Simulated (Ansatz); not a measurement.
Molecule: trihydroxy(methyl)silane, CH6O3Si (charge 0, singlet). 
Coordinates optimised at B3LYP-D3(BJ)/def2-TZVP (Ansatz, a program for electronic structure):
```
Si
O 1 1.6421
H 2 0.9609 1 117.50
O 1 1.6430 2 109.40 3 -44.62
H 4 0.9603 1 116.73 2 134.43
O 1 1.6522 2 112.65 3 70.49
H 6 0.9599 1 118.42 2 58.92
C 1 1.8510 2 105.67 3 -166.37
H 8 1.0912 1 110.82 2 -178.04
H 8 1.0913 9 108.25 1 121.28
H 8 1.0921 9 108.23 10 116.50
```
Charge 0, spin multiplicity 1.

Wanted: atomisation energy (electronic, to ground-state atoms), in kcal/mol. Correlated levels leave the core frozen unless marked. Open shells are spin-unrestricted. Spin-orbit coupling is left out. Non-relativistic unless marked X2C. The coupled-cluster limit lacks core correlation, which all-electron functionals hold. CBS(X,Y): correlation extrapolated as X^-3; Hartree-Fock from the larger set. The bracket is a focal-point correction in the basis named.

```tsv
level	program	atomisation energy (kcal/mol)	minus last row
B97M-V/def2-TZVPD	Ansatz	1054.0	-10.8
PBE0/6-31G*	Ansatz	1017.0	-47.8
PBE0-D3(BJ)/def2-TZVPD	Ansatz + dftd3	1045.6	-19.2
SCS-MP2/aug-cc-pV(T+d)Z	Ansatz	1056.7	-8.1
SCS-MP2/cc-pV(T+d)Z	Ansatz	1047.9	-16.9
CCSD(T)/aug-cc-pV(D+d)Z	Ansatz	983.4	-81.4
X2C-CCSD(T)/cc-pVTZ-DK	Ansatz	1024.8	-40.0
CCSD(T) with core electrons (1s frozen past Ne)/cc-pwCVTZ	Ansatz	1036.7	-28.1
RI-MP2/CBS(cc-pV(T+d)Z,cc-pV(Q+d)Z)+[CCSD(T)-MP2]/cc-pV(D+d)Z	Ansatz	1066.8	2.0
CCSD(T)/CBS(aug-cc-pV(T+d)Z,aug-cc-pV(Q+d)Z)	Ansatz	1064.8	0.0
```
